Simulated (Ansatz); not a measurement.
**Strength of the C–H bond: C2H6OSi → C2H5OSi + H**

Species: C2H6OSi `C=C[SiH2]O`, singlet; C2H5OSi `[H]/[C]=C/[SiH2]O`, doublet; H atom, doublet. 

Shapes, held fixed at every level: PBE0-D4/def2-TZVP. Flexible molecules stand in one conformer, not always the lowest. Programs: Ansatz 0.2.0. The zero-point and thermal change to 298 K, harmonic and unscaled (PBE0-D4/def2-TZVP), is -30.4 kJ/mol.

**Question.** Estimate ΔH(298 K) of this reaction.

**Answer.** B2PLYP/def2-TZVPP gives ΔH(298 K) = +445.3 kJ/mol; the levels span +342.9 to +481.5. The median of the levels is +444.4. Hartree–Fock misses the correlation of the pair that is broken and comes out low. No measured value is set beside it here. Spin contamination: C2H5OSi (⟨S²⟩ up to 0.92). Open shells run unrestricted unless RO is named. Times are processor times on shared x86 and Arm servers, and rough.

```
               level                    kind  ΔH(298 K) (kJ/mol)  CPU time (sum over the molecules)
         HF/def2-SVP            Hartree–Fock              +342.9                                  –
    SPW92/def2-TZVPP                     LDA              +481.5                              9.8 s
r2SCAN-D4/def2-TZVPP                meta-GGA              +430.8                               37 s
 B3LYP-D4/def2-TZVPP           global hybrid              +446.1                               29 s
 BHLYP-D4/def2-TZVPP           global hybrid              +443.6                               24 s
  PBE0-D4/def2-TZVPP           global hybrid              +437.8                               22 s
  wB97X-V/def2-TZVPP  range-separated hybrid              +450.9                               54 s
   B2PLYP/def2-TZVPP           double hybrid              +445.3                               37 s
```
